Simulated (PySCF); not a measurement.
Species: C5H9ClSi2.
Geometry (PBE0-D3(BJ)/def2-SVP, Å), atoms numbered from 1 in this order:
```xyz
17
C5H9ClSi2 angstrom
C      2.6034    1.8194    0.1534
C      2.3351    0.6788   -0.1788
Si     1.8332   -1.0206   -0.6633
Si    -0.4812   -1.1622   -0.3290
Cl    -1.0771   -3.0714   -0.9171
C     -1.1077   -0.4835    1.3155
C     -1.3693    0.8388    0.5414
C     -1.4825    0.3228   -0.9204
H      2.8558    2.8240    0.4436
H      2.1843   -1.2508   -2.0965
H      2.5611   -2.0115    0.1845
H     -0.4575   -0.4226    2.1990
H     -2.0502   -0.9773    1.6027
H     -2.2501    1.4011    0.8916
H     -0.4968    1.5043    0.6348
H     -2.5138    0.0191   -1.1634
H     -1.1140    0.9882   -1.7131
```

Theory: PBE0-D3(BJ)/def2-SVP geometry optimisation, gas phase (PySCF).

Take the most abundant isotopes and a rigid rotor. The values belong to one conformer with, in the numbering `[CH:1]#[C:2][SiH2:3][Si:4]1([Cl:5])[CH2:6][CH2:7][CH2:8]1`, C2–Si3–Si4–Cl5 179°, Si3–Si4–C6–C7 95°, Si4–C6–C7–C8 23°, C6–C7–C8–Si4 -23°, Si3–Si4–C8–C7 -95°.

Give the principal moments of inertia and the rotational constants in MHz.

Ia = 308.19, Ib = 585.71, Ic = 791.60 u·Å²; 505379 MHz·u·Å²/I gives A = 1640, B = 862.8, C = 638.4 MHz.

Classify the top.

An asymmetric top. Ray's parameter κ = (2B − A − C)/(A − C) = -0.552; −1 is the prolate and +1 the oblate limit.

Is it planar, by Δ = Ic − Ia − Ib?

Not planar: Δ = Ic − Ia − Ib = -102.30 u·Å². For a rigid frame Δ = −2 Σ m c², so Σ m c² = 51.15 u·Å² lies off the ab plane: 16.38 from hydrogen and 34.77 from heavier atoms. The atom farthest from that plane is 2.11 Å away.

Where do the levels up to J = 3 lie, in MHz?

Above 0(0,0):
J = 1: 1(0,1) 1501, 1(1,1) 2278, 1(1,0) 2503
J = 2: 2(0,2) 4462, 2(1,2) 5056, 2(1,1) 5730, 2(2,1) 8061, 2(2,0) 8103
J = 3: 3(0,3) 8807, 3(1,3) 9199, 3(1,2) 10541, 3(2,2) 12564, 3(2,1) 12765, 3(3,1) 17034, 3(3,0) 17039
The levels of one J sum to (2J + 1)J(J + 1)(A + B + C)/3.

Predict some low-J microwave lines.

The dipole components are |μa| = 1.43 D, |μb| = 1.61 D, |μc| = 0.00 D. The squared components, which scale the intensities, stand as 0.79 : 1.00 : 0.00 (a : b : c). Some of the stronger lines:

```json
{"type": "a", "branch": "Q", "J(Ka,Kc)": "2(1,1) ← 2(1,2)", "MHz": "673", "lower level (cm⁻¹)": "0.169"}
{"type": "b", "branch": "Q", "J(Ka,Kc)": "1(1,0) ← 1(0,1)", "MHz": "1001", "lower level (cm⁻¹)": "0.050"}
{"type": "b", "branch": "Q", "J(Ka,Kc)": "2(1,1) ← 2(0,2)", "MHz": "1268", "lower level (cm⁻¹)": "0.149"}
{"type": "a", "branch": "R", "J(Ka,Kc)": "1(0,1) ← 0(0,0)", "MHz": "1501", "lower level (cm⁻¹)": "0.000"}
{"type": "b", "branch": "R", "J(Ka,Kc)": "2(0,2) ← 1(1,1)", "MHz": "2184", "lower level (cm⁻¹)": "0.076"}
{"type": "b", "branch": "R", "J(Ka,Kc)": "1(1,1) ← 0(0,0)", "MHz": "2278", "lower level (cm⁻¹)": "0.000"}
{"type": "b", "branch": "Q", "J(Ka,Kc)": "2(2,0) ← 2(1,1)", "MHz": "2373", "lower level (cm⁻¹)": "0.191"}
{"type": "a", "branch": "R", "J(Ka,Kc)": "2(1,2) ← 1(1,1)", "MHz": "2778", "lower level (cm⁻¹)": "0.076"}
{"type": "a", "branch": "R", "J(Ka,Kc)": "2(0,2) ← 1(0,1)", "MHz": "2961", "lower level (cm⁻¹)": "0.050"}
{"type": "b", "branch": "Q", "J(Ka,Kc)": "2(2,1) ← 2(1,2)", "MHz": "3004", "lower level (cm⁻¹)": "0.169"}
{"type": "a", "branch": "R", "J(Ka,Kc)": "2(1,1) ← 1(1,0)", "MHz": "3227", "lower level (cm⁻¹)": "0.083"}
{"type": "b", "branch": "R", "J(Ka,Kc)": "2(1,2) ← 1(0,1)", "MHz": "3555", "lower level (cm⁻¹)": "0.050"}
{"type": "b", "branch": "R", "J(Ka,Kc)": "2(2,1) ← 1(1,0)", "MHz": "5558", "lower level (cm⁻¹)": "0.083"}
{"type": "b", "branch": "R", "J(Ka,Kc)": "2(2,0) ← 1(1,1)", "MHz": "5824", "lower level (cm⁻¹)": "0.076"}
```

Not checked by PBE0-D3(BJ)/def2-SVP frequencies. No vibrational averaging or centrifugal distortion is included, and the geometry carries the error of its method. Quadrupole hyperfine structure (35Cl) is left out.
